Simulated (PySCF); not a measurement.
Relaxation of triplet RuOF₂

These are results of PySCF, UB3LYP, basis Ru def2-SVP with ECP28, O def2-SVP, F def2-SVP (scalar-relativistic core potentials, no spin–orbit coupling, density fitting), not measurements. A (50,194) grid was used.

A hand-made T-shaped (ligand arrangement 2) start, of C2v symmetry, held to at least that symmetry:

```xyz
4
charge 0 multiplicity 3, angstrom
Ru    0.0000    0.0000   -0.1915
O     0.0000    0.0000    1.5185
F     1.8888    0.0000   -0.1255
F    -1.8888    0.0000   -0.1255
```

(1) What forces act on the atoms at the start (eV/Å)?

(2) What does it relax to?

(3) How much energy is released, and in how many steps?

Answers

(1) 
```
atom     Fx    Fy     Fz
 Ru1   0.02  0.00   4.39
  O2  -0.02  0.00  -1.46
  F3  -0.55  0.00  -1.48
  F4   0.55  0.00  -1.46
```

(2) It ends at C2v with Ru–F 1.838 Å (×2), Ru–O 1.653 Å; F–Ru–F 124.3°, F–Ru–O 117.9° (×2). A frequency run shows a minimum.

(3) 139.6 kJ/mol in 7 steps.

Other spin states or occupations of the open shell can lie lower.
